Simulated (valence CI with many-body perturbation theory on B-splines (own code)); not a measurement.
# Level structure of Ru38+

Calculated by relativistic CI+MBPT: four valence electrons over a frozen Dirac-Fock core [He], radial functions for each j: 11 s, 11 p, 10 d, 8 f, 5 g, 2 h, with the one-electron correlation potential Σ1 (screened to all orders), the two-electron term Σ2, the three-electron term Σ3, Breit, model QED; selected single and double excitations, second order for the rest, scaled by the run's own slope (own B-spline code, finite nucleus).

The last digits are not significant, and no measured levels were compared; by estimate large intervals hold to a few tenths of a per cent, small ones and those within an open d or f shell to about a per cent. Among the levels kept, up to 900 cm⁻¹ of a level comes from second order outside the variational space, and about a tenth of that is noise between levels of different J, which matters for small intervals.

Levels 46 to 90 of 204, with energies above the lowest level, (2s^2 2p1/2^2) J=0. "Leading %" is the weight of the configuration and term that name the level; weights of strongly mixed levels are sums over their largest components and can fall short. In the jj column 3d3/2^4 stands for four electrons in 3d with j = 3/2.

```tsv
No.	Configuration	Term	J	E (eV)	Leading %	Leading jj	Second component
46	2s 2p2 3d	5F	1	3425.3	52	2s 2p1/2^2 3d3/2 (92 %)	28 % 2s 2p2 3d 3D
47	2s 2p2 3d	5F	2	3428.6	31	2s 2p1/2^2 3d3/2 (82 %)	20 % 2s 2p2 3d 3D
48	2s 2p2 3s	5P	3	3431.3	47	2s 2p1/2 2p3/2 3s (80 %)	37 % 2s 2p2 3s 3D
49	2s2 2p 3p	1S	0	3433.6	69	2s^2 2p3/2 3p3/2 (94 %)	26 % 2s2 2p 3p 3P
50	2s 2p2 3d	3D	3	3444.7	24	2s 2p1/2^2 3d5/2 (84 %)	24 % 2s 2p2 3d 5D
51	2s 2p2 3s	3P	2	3446.8	45	2s 2p1/2 2p3/2 3s (90 %)	25 % 2s 2p2 3s 3D
52	2s 2p2 3p	5P°	1	3450.5	39	2s 2p1/2 2p3/2 3p1/2 (97 %)	31 % 2s 2p2 3p 5D°
53	2s2 2p 3d	1D°	2	3452.8	34	2s^2 2p3/2 3d3/2 (76 %)	33 % 2s2 2p 3d 3D°
54	2s 2p2 3d	3F	2	3456.7	38	2s 2p1/2^2 3d5/2 (80 %)	20 % 2s 2p2 3d 1D
55	2s2 2p 3d	3F°	3	3457.9	44	2s^2 2p3/2 3d3/2 (79 %)	34 % 2s2 2p 3d 3D°
56	2s 2p2 3p	5D°	2	3458.6	42	2s 2p1/2 2p3/2 3p1/2 (83 %)	16 % 2s 2p2 3p 3D°
57	2s2 2p 3d	3F°	4	3459.8	97	2s^2 2p3/2 3d5/2 (97 %)	
58	2s2 2p 3d	3P°	1	3461.5	62	2s^2 2p3/2 3d3/2 (95 %)	32 % 2s2 2p 3d 3D°
59	2s2 2p 3d	3P°	0	3462.2	98	2s^2 2p3/2 3d3/2 (98 %)	
60	2s2 2p 3d	3P°	2	3468.1	51	2s^2 2p3/2 3d5/2 (85 %)	25 % 2s2 2p 3d 3D°
61	2s 2p2 3s	3D	1	3474.9	71	2s 2p1/2 2p3/2 3s (96 %)	17 % 2s 2p2 3s 1P
62	2s2 2p 3d	3D°	3	3477.0	21	2s 2p1/2 2p3/2 3p1/2 (62 %)	15 % 2s 2p2 3p 5D°
63	2s 2p2 3s	3D	2	3479.5	35	2s 2p1/2 2p3/2 3s (95 %)	35 % 2s 2p2 3s 1D
64	2s2 2p 3d	1F°	3	3480.0	43	2s^2 2p3/2 3d5/2 (49 %)	21 % 2s2 2p 3d 3D°
65	2s 2p2 3s	3P	0	3481.3	91	2s 2p1/2 2p3/2 3s (90 %)	5 % 2s 2p2 3s 1S
66	2s 2p2 3s	3P	1	3481.4	56	2s 2p1/2 2p3/2 3s (90 %)	21 % 2s 2p2 3s 1P
67	2s2 2p 3d	1P°	1	3483.4	67	2s^2 2p3/2 3d5/2 (96 %)	18 % 2s2 2p 3d 3P°
68	2s 2p2 3p	5D°	3	3493.1	47	2s 2p1/2 2p3/2 3p3/2 (96 %)	37 % 2s 2p2 3p 5P°
69	2s 2p2 3p	3P°	2	3494.1	35	2s 2p1/2 2p3/2 3p1/2 (93 %)	30 % 2s 2p2 3p 5S°
70	2s 2p2 3p	5P°	1	3498.1	33	2s 2p1/2 2p3/2 3p3/2 (97 %)	23 % 2s 2p2 3p 3D°
71	2s 2p2 3p	3D°	2	3506.1	49	2s 2p1/2 2p3/2 3p3/2 (95 %)	19 % 2s 2p2 3p 5P°
72	2s 2p2 3p	3P°	0	3511.9	57	2s 2p1/2 2p3/2 3p3/2 (81 %)	27 % 2s 2p2 3p 5D°
73	2s 2p2 3p	5D°	4	3517.2	55	2s 2p1/2 2p3/2 3p3/2 (94 %)	44 % 2s 2p2 3p 3F°
74	2s 2p2 3p	3F°	2	3517.4	49	2s 2p1/2 2p3/2 3p1/2 (95 %)	28 % 2s 2p2 3p 1D°
75	2s 2p2 3p	3D°	1	3518.6	67	2s 2p1/2 2p3/2 3p1/2 (87 %)	8 % 2s 2p2 3p 3S°
76	2s 2p2 3p	3P°	0	3522.6	79	2s 2p1/2 2p3/2 3p1/2 (76 %)	16 % 2s 2p2 3p 1S°
77	2s 2p2 3p	3P°	2	3523.9	55	2s 2p1/2 2p3/2 3p3/2 (94 %)	14 % 2s 2p2 3p 1D°
78	2s 2p2 3p	1P°	1	3530.8	39	2s 2p1/2 2p3/2 3p3/2 (86 %)	28 % 2s 2p2 3p 3P°
79	2s 2p2 3p	3D°	3	3532.2	45	2s 2p1/2 2p3/2 3p3/2 (93 %)	25 % 2s 2p2 3p 1F°
80	2s 2p2 3d	5F	2	3538.3	45	2s 2p1/2 2p3/2 3d3/2 (97 %)	15 % 2s 2p2 3d 3P
81	2s 2p2 3d	5D	1	3538.7	57	2s 2p1/2 2p3/2 3d3/2 (97 %)	19 % 2s 2p2 3d 5F
82	2s 2p2 3d	5D	0	3538.7	87	2s 2p1/2 2p3/2 3d3/2 (98 %)	12 % 2s 2p2 3d 3P
83	2s 2p2 3p	3D°	1	3541.5	36	2s 2p1/2 2p3/2 3p1/2 (93 %)	14 % 2s 2p2 3p 1P°
84	2s 2p2 3d	5F	3	3542.4	61	2s 2p1/2 2p3/2 3d3/2 (78 %)	16 % 2s 2p2 3d 5P
85	2s 2p2 3d	5F	4	3545.8	55	2s 2p1/2 2p3/2 3d5/2 (95 %)	35 % 2s 2p2 3d 5D
86	2s 2p2 3d	3F	2	3559.8	28	2s 2p1/2 2p3/2 3d5/2 (96 %)	23 % 2s 2p2 3d 3P
87	2s 2p2 3d	3F	3	3561.5	38	2s 2p1/2 2p3/2 3d5/2 (51 %)	31 % 2s 2p2 3d 5P
88	2s 2p2 3p	3D°	2	3562.0	35	2s 2p1/2 2p3/2 3p3/2 (91 %)	27 % 2s 2p2 3p 3P°
89	2s 2p2 3d	3F	4	3562.2	37	2s 2p1/2 2p3/2 3d3/2 (73 %)	24 % 2s 2p2 3d 5D
90	2s 2p2 3p	3F°	3	3562.6	46	2s 2p1/2 2p3/2 3p3/2 (96 %)	32 % 2s 2p2 3p 3D°
```
